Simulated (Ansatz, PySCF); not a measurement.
Dimer: HF (SMILES F) (first 2 atoms) with Si2H6 (SMILES [SiH3][SiH3]); geometry from B3LYP-D3(BJ)/def2-TZVP.
(charge 0, multiplicity 1):
```xyz
10

F      1.4596     0.3195    -0.1744
H      1.3435     0.2997     0.7487
Si    -0.4222    -0.1706     5.2398
Si    -0.3931    -0.1698     2.8962
H     -1.7700    -0.5576     5.7197
H     -0.0949     1.1824     5.7475
H      0.5741    -1.1389     5.7548
H     -0.6830    -1.5122     2.3434
H      0.9742     0.2204     2.4398
H     -1.3485     0.8125     2.3359
```

Interaction energies are E(AB) − E(A) − E(B) at the monomers' geometry in the complex; basis-set methods are counterpoise corrected.

Rows in 6-31G* carry no dispersion term and start afresh at each structure (6-31G* with six Cartesian d functions).

Codes used: Ansatz (Gaussian orbitals); PySCF for 6-31G* rows, the dispersion terms. 

Q: Give the interaction energy at the level BLYP/def2-TZVPPD.

A: -5 kJ/mol

Ansatz is an electronic-structure program.
